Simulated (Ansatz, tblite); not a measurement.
Cost and result up the ladder for the cluster As₄P (5 atoms). Charge 0, multiplicity 2. Geometry: B3LYP-D4/def2-SVP.

```xyz
5

P     0.901   -0.898    1.054
As    1.304   -0.186   -1.130
As   -1.837    0.939   -0.023
As    0.502    1.428    0.618
As   -0.870   -1.283   -0.520
```

Ansatz on 4 threads of Arm Neoverse V2 on a shared host; xTB runs through tblite on one thread. Times are rough, summed over both states, and most runs start from the orbitals of an earlier one. PBE0-D4/def2-TZVP serves as the yardstick here, not as an exact answer. The other state is a singlet.

The xTB rows come from tblite. The structure comes from a short search, and lower isomers may exist.

Raw xTB energies of ions are shifted by several eV, and xTB has no spin-polarisation term.

| level | functions | wall time | vertical IE (eV) | difference from PBE0-D4/def2-TZVP (eV) |
| --- | --- | --- | --- | --- |
| GFN1-xTB | 45 | 0.012 s | 12.20 | 4.75 |
| GFN2-xTB | 45 | 0.015 s | 10.85 | 3.39 |
| PBE-D4/def2-TZVP | 229 | 8.2 s | 7.19 | -0.26 |
| PBE0-D4/def2-TZVP | 229 | 21 s | 7.45 | 0.00 |
| r2SCAN-D4/def2-TZVP | 229 | 23 s | 7.47 | 0.02 |
